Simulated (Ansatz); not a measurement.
Cartesian coordinates in Å:
```
C 0.5131 0.7209 1.5294
C 0.7754 -0.2847 0.4141
B -0.2900 -0.3551 -0.7407
S -0.3074 -1.8558 -1.7361
S -1.3721 1.0599 -0.9928
H -0.4172 0.4965 2.0563
H 1.3205 0.7181 2.2649
H 0.4296 1.7388 1.1397
H 0.9210 -1.2867 0.8336
H 1.7310 -0.0486 -0.0758
H -1.2517 -1.5217 -2.6301
H -2.0523 0.6184 -2.0626
```

Charge 0, multiplicity 1.

(1) List the r2SCAN/def2-TZVPP orbital energies in eV (Ansatz 0.2.0). (An estimate is asked.)

Results:

(1) Ansatz gave: Occupied: -2409.30, -2409.26, -272.84, -272.80, -213.76, -213.71, -181.33, -157.84, -157.79, -157.72, -157.67, -157.66, -157.61, -20.29, -19.40, -18.81, -16.14, -12.58, -11.62, -11.16, -10.27, -9.92, -9.30, -8.82, -7.96, -7.75, -7.62, -6.54. Lowest empty: -1.17, -0.71, 0.74, 1.09, 1.82, 2.36, 2.59, 2.84.
